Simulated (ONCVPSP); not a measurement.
# tin: one change to an ONCV potential, before and after

```
Element                 : tin
Generator               : ONCVPSP 4.0.1
Type                    : optimised norm-conserving Vanderbilt (ONCV)
Functional              : PBE
Relativity              : fully relativistic
Frozen core             : [Kr] 4d10
Valence charge          : 4
Reference configuration : 5s2 (charge +2)
Partial waves           : 5s: rc 1.65 bohr, ncon 4, nbas 7, qcut 3.5 1/bohr, 1 projector; p scattering state at 0.32 Ha: rc 1.75 bohr, ncon 3, nbas 8, qcut 5.6 1/bohr, 3 projectors, debl 3.6 Ha
Local potential         : polynomial inside 1.35 bohr (lpopt 5, dvloc0 0 Ha)
Core correction         : Teter function, fcfact 4.5, rcfact 1.75
```

Open shells are filled in proportion to 2j + 1.

In the p channel the program set the typed energies aside and used 0.050, 3.650, 7.250 Ha (j = l + 1/2; the other j can differ).

Change: p: rc 2.16.

Cutoffs: the cutoffs (Ha) at which the residual kinetic energy of the hardest occupied pseudo-wave falls to 1 and 0.1 mHa per electron; they do not see the model core or the augmentation charge, which bear on the density cutoff. Errors are all-electron minus pseudo energies relative to the spin-unpolarised reference configuration.

Task: What does the change do?

Result: The potential gets neither clearly harder nor softer (38 Ha and 47 Ha → 38 Ha and 47 Ha); the bound ghosts move from p, s to s; the number of tests with a reliable result goes from 4 to 1.

```csv
quantity,base,changed
"cutoff, loose",38 Ha,38 Ha
"cutoff, tight",47 Ha,47 Ha
bound ghosts,"s, p3/2, p1/2",s
GHOST(+) flags under 300 eV,none,"p3/2 at 179.5 eV, p1/2 at 191.2 eV"
tests with a reliable result,4 of 4,1 of 4
"error for 5s1, meV [ΔE 30.97 eV]",-213,-213
s: phases at 1.68 bohr within 0.05 rad from the reference energy up to (Ha; the scan ends near 5),0.7,0.7
"rms error of d²Exc/dni dnj with the model core, mHa",7.49,7.49
```

 A true bound ghost makes a file unfit for plane-wave use even where its test errors are small: the radial tests pick states by their node count and pass the ghost by.
